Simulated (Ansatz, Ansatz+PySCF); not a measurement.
```xyz
9

C    -0.8087   -0.2770   -0.0788
C     0.1797    0.7165    0.4435
C     0.6510   -0.4592   -0.3522
H    -1.4477    0.0244   -0.9004
H    -1.2853   -0.9464    0.6277
H     0.3801    0.7259    1.5082
H     0.2135    1.6956   -0.0190
H     1.0067   -0.2871   -1.3612
H     1.1758   -1.2505    0.1700
```

Basis set: def2-SVP (spherical functions). Left uncorrelated: 3 orbitals. Charge 0, multiplicity 3.

Computed with Ansatz (development build ahead of 0.2.0); each method stands on the lowest determinant of its kind that the runs found.

Task: Give the atomization energy at this shape (free ground-state atoms in the same class of orbitals less the molecule, no zero-point energy) of triplet C3H6 by UHF-MP2, UHF.

Result:

```tsv
method	atomization energy
UHF-MP2	608.38 kcal/mol
UHF	447.13 kcal/mol
```

Caution: another spin multiplicity may lie lower; the determinant breaks the point group.
